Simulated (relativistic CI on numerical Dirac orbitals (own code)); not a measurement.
**Transition arrays of Kr15+**

These numbers are calculated, not measured: Dirac-Coulomb-Breit CI, KLI orbitals optimised for each configuration, a model potential for QED, valence Slater integrals scaled by 0.9, whole transition arrays (own radial code, finite nucleus).

Configurations in the expansion (outside the closed core [Ne] 3s2): 3p6 3d3, 3p6 3d2 4f, 3p5 3d4, 3p6 3d2 4p, 3p6 3d2 5f. Levels of other configurations are missing.

All E1 lines from the levels of 3p6 3d3; mean and standard deviation are weighted by gf, and upper levels are sorted by their leading configuration.

```
Upper configuration  Lines    Σgf  Mean (eV)  Mean (nm)  σ (eV)  Strongest line (nm)
         3p6 3d2 4f    721  253.1     312.00      3.974    3.61                3.945
            3p5 3d4   1718  203.0     131.06      9.460    9.32                8.822
         3p6 3d2 4p    466   15.1     236.12      5.251    3.55                5.241
         3p6 3d2 5f    721   91.5     392.75      3.157    3.94                3.140
```

Σgf per state of the lower configuration in bins of 0.2 nm over the central range (centre: value): 3.1: 0.70, 3.3: 0.06, 3.9: 1.67, 4.1: 0.44, 5.1: 0.03, 5.3: 0.09, 8.5: 0.06, 8.7: 0.12, 8.9: 0.24, 9.1: 0.24, 9.3: 0.23, 9.5: 0.22, 9.7: 0.12, 9.9: 0.08, 10.1: 0.09, 10.3: 0.08, 10.5: 0.06, 10.7: 0.05.

Question: How do configuration mixing and the scaling of the Slater integrals move the arrays?

Answer: Slater scale 0.9, no configuration mixing: 3p6 3d2 4f 311.8 ± 3.5 eV (Σgf 236.8), 3p5 3d4 131.2 ± 9.3 eV (Σgf 215.2), 3p6 3d2 4p 236.2 ± 3.4 eV (Σgf 17.3), 3p6 3d2 5f 392.6 ± 3.9 eV (Σgf 71.9); Slater scale 1: 3p6 3d2 4f 312.4 ± 4.0 eV (Σgf 256.1), 3p5 3d4 133.2 ± 10.2 eV (Σgf 204.7), 3p6 3d2 4p 236.1 ± 3.9 eV (Σgf 14.8), 3p6 3d2 5f 392.9 ± 4.4 eV (Σgf 92.8); Slater scale 0.8: 3p6 3d2 4f 311.6 ± 3.2 eV (Σgf 250.0), 3p5 3d4 128.9 ± 8.5 eV (Σgf 201.2), 3p6 3d2 4p 236.1 ± 3.2 eV (Σgf 15.4), 3p6 3d2 5f 392.6 ± 3.5 eV (Σgf 90.2). With mixing, levels are counted to their leading configuration, so an array can shrink or vanish into another, and the sums then hold other lines.
